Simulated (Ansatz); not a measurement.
Program: Ansatz 0.2.0.

A structure relaxed at PBE0-D4/def2-TZVP, charge 0, multiplicity 1:

Cartesian coordinates in Å:
```
C -1.518 0.534 1.807
O -0.737 -0.049 0.783
Ga 0.420 0.868 -0.181
F 0.618 2.571 0.139
O 1.381 0.132 -1.453
C 1.275 -1.243 -1.767
H -1.322 1.603 1.942
H -2.579 0.407 1.572
H -1.312 0.025 2.753
H 0.984 -1.352 -2.816
H 2.249 -1.722 -1.628
H 0.541 -1.774 -1.151
```

Task: Give its formula and SMILES.

Result: C2H6FGaO2, `C[O][Ga]([F])[O]C`.

Task: Point group (tolerance 0.08 Å, 0.16 Å for H)?

Result: Cs.

Task: Summarise the bond lengths by kind.

Result: 2 × C–O 1.413 to 1.414 Å; 6 × C–H 1.094 to 1.095 Å; 2 × Ga–O 1.756 to 1.763 Å; 1 × F–Ga 1.744 Å.
